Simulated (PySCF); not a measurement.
C₃H₇FOSi.
SMILES with atom numbers: `[CH2:1]=[C:2]([CH2:3][F:4])[O:5][SiH3:6]` (hydrogens: H7, H8 on C1; H9, H10 on C3; H11, H12, H13 on Si6)

Torsions of this conformer, `[CH2:1]=[C:2]([CH2:3][F:4])[O:5][SiH3:6]`: C1–C2–C3–F4 -1°, C1–C2–O5–Si6 -175°.

The closed-shell ground state was solved at several levels (PySCF, density fitting, gas phase, non-relativistic). One conformer (not necessarily the lowest) at the PBE0-D3(BJ)/def2-SVP geometry, without solvent, vibrations or thermal averaging.

```json
{"level": "PBE0/pcSseg-1", "basis functions": "144", "HOMO (eV)": "-6.86", "LUMO (eV)": "0.01", "gap (eV)": "6.87", "dipole (D)": "2.07"}
{"level": "CAM-B3LYP/def2-SVPD", "basis functions": "186", "HOMO (eV)": "-8.24", "LUMO (eV)": "0.83", "gap (eV)": "9.07", "dipole (D)": "2.03"}
{"level": "B3LYP/def2-TZVP", "basis functions": "234", "HOMO (eV)": "-6.66", "LUMO (eV)": "-0.31", "gap (eV)": "6.35", "dipole (D)": "1.87"}
```

Q: What might B3LYP/pcSseg-2 (321 basis functions) give for the same quantities?

A: HOMO -6.68 eV, LUMO -0.45 eV, gap 6.23 eV, dipole 1.99 D.

Q: Over all these levels, which gives the widest orbital gap and which the narrowest?

A: CAM-B3LYP/def2-SVPD (range-separated hybrid) has the widest, 9.07 eV, and B3LYP/pcSseg-2 (global hybrid, 20 % exact exchange) the narrowest, 6.23 eV. Functional and basis both differ between the two, so the spread mixes both effects.

Q: How far do the dipole and the HOMO energy spread over the levels?

A: The dipole runs from 1.87 to 2.07 D (mean 1.99 D) and the HOMO from -8.24 to -6.66 eV.
